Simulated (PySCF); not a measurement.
## Assignment exercise: C₆H₁₂N₂Si

Cartesian coordinates in Å; atom numbers follow the order of the lines, from 1:
```xyz
21

C    -1.650    0.787   -1.618
N    -1.353    0.366   -0.270
C    -2.545    0.219    0.532
Si    0.014   -0.627    0.037
C     1.678    0.204   -0.379
C     2.136    0.027    1.090
C     3.080   -1.045    1.200
N     3.818   -1.917    1.278
C     0.792   -0.359    1.756
H    -0.723    0.928   -2.167
H    -2.197    1.732   -1.594
H    -2.261    0.050   -2.151
H    -3.212   -0.553    0.133
H    -3.091    1.166    0.554
H    -2.268   -0.053    1.547
H    -0.046   -2.043   -0.361
H     2.331   -0.297   -1.090
H     1.630    1.256   -0.652
H     2.590    0.926    1.515
H     0.878   -1.219    2.416
H     0.390    0.469    2.336
```

Calculated, not measured (PySCF 2.14.0 with density-fitted response routines): shieldings: GIAO PBE0/pcSseg-1, GFN2-xTB structure. Non-relativistic, fast rotation and ring inversion assumed for equivalent nuclei, no solvent, one conformer.

Referencing at the same level of theory: TMS for ¹³C and ¹H.

**Question.** Assign these signals to the numbered atoms. ¹³C{¹H} NMR (computed): δ 130.4 (C), 38.5 (CH3), 22.3 (CH2), 16.2 (CH).

**Answer.** 
| δ (ppm) | atoms | environment | reason |
| --- | --- | --- | --- |
| 130.4 | C7 | nitrile carbon | C≡N carbons fall here, among the sp2 signals but without a proton |
| 38.5 | C1/C3 | methyl carbon bonded to N | pulled downfield by the heteroatom |
| 22.3 | C5/C9 | sp3 CH2 bonded to Si | – |
| 16.2 | C6 | sp3 CH α to a nitrile | saturated and bonded to C and H only |

**Question.** Assign these signals to the numbered atoms. ¹H NMR (500 MHz, computed): δ 5.69 (m, 1H), 2.99 (m, 1H), 2.52 (s, 6H), 1.84 (m, 2H), 1.62 (m, 2H).

**Answer.** 
| δ (ppm) | atoms | environment | reason |
| --- | --- | --- | --- |
| 5.69 | H16 | hydrogen on a silicon bonded to 2 C, N, in a 4-membered ring | – |
| 2.99 | H19 | hydrogen on an sp3 CH α to a nitrile | – |
| 2.52 | H10/H11/H12/H13/H14/H15 | hydrogen on a methyl carbon bonded to N | its carbon carries N, an electronegative neighbour |
| 1.84 | H18/H21 | hydrogen on an sp3 CH2 bonded to Si | – |
| 1.62 | H17/H20 | hydrogen on an sp3 CH2 bonded to Si | – |

Shifts are as computed. Against solution values, carbons near 30 ppm lie about +3 ppm off and those near 130 ppm about +5 ppm. Of 1211 compounds with measured shifts, 218 miss one by over three times the rms of a fit or turn the order of signals round; such compounds aren't used in these exercises. No couplings were computed; multiplicities are counted from neighbouring protons, with m where these are inequivalent, close in shift, in a saturated or five-membered ring or joined by F or P, and br s for small geminal =CH2 splittings.
